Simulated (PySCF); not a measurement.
phosphine (H3P), singlet, at a GFN2-xTB geometry. Base run: R2SCAN/3-21G (PySCF).

The PySCF input:
```python
from pyscf import gto, scf, dft

mol = gto.Mole()
mol.atom = '''
    P    -0.001725    0.004043    0.127968
    H    -0.005864    1.133654   -0.676494
    H     1.015563   -0.584185   -0.608449
    H    -0.983827   -0.610119   -0.634578
'''
mol.basis = '3-21g'
mol.charge = 0
mol.spin = 0
mol.verbose = 4
mol.build()

mf = dft.RKS(mol)
mf.xc = 'r2scan'
mf.kernel()
```

Variants of this job, named by their change:

```json
[
 {"change": "base", "ΔE vs base (mEh)": "0.000", "SCF cycles": "7"},
 {"change": "init_guess = sap", "ΔE vs base (mEh)": "0.000", "SCF cycles": "7"},
 {"change": "init_guess = huckel", "ΔE vs base (mEh)": "0.000", "SCF cycles": "7"},
 {"change": "conv_tol_grad = 1e-3", "ΔE vs base (mEh)": "0.000", "SCF cycles": "7"},
 {"change": "init_guess = atom", "ΔE vs base (mEh)": "0.000", "SCF cycles": "6"},
 {"change": "init_guess = 1e", "ΔE vs base (mEh)": "0.000", "SCF cycles": "8"},
 {"change": "solver = newton", "ΔE vs base (mEh)": "0.000", "SCF cycles": "-"},
 {"change": "DIIS = ADIIS", "ΔE vs base (mEh)": "0.000", "SCF cycles": "9"},
 {"change": "level_shift = 0.3 (with mf.max_cycle = 100)", "ΔE vs base (mEh)": "0.000", "SCF cycles": "10"},
 {"change": "diis = off; damp = 0.3 (with mf.diis_start_cycle = 200; with mf.max_cycle = 150)", "ΔE vs base (mEh)": "0.000", "SCF cycles": "11"},
 {"change": "level_shift = 1.0 (with mf.max_cycle = 100)", "ΔE vs base (mEh)": "0.000", "SCF cycles": "25"},
 {"change": "conv_tol = 1e-7", "ΔE vs base (mEh)": "0.000", "SCF cycles": "5"},
 {"change": "level_shift = 0.1 (with mf.max_cycle = 100)", "ΔE vs base (mEh)": "0.000", "SCF cycles": "7"}
]
```
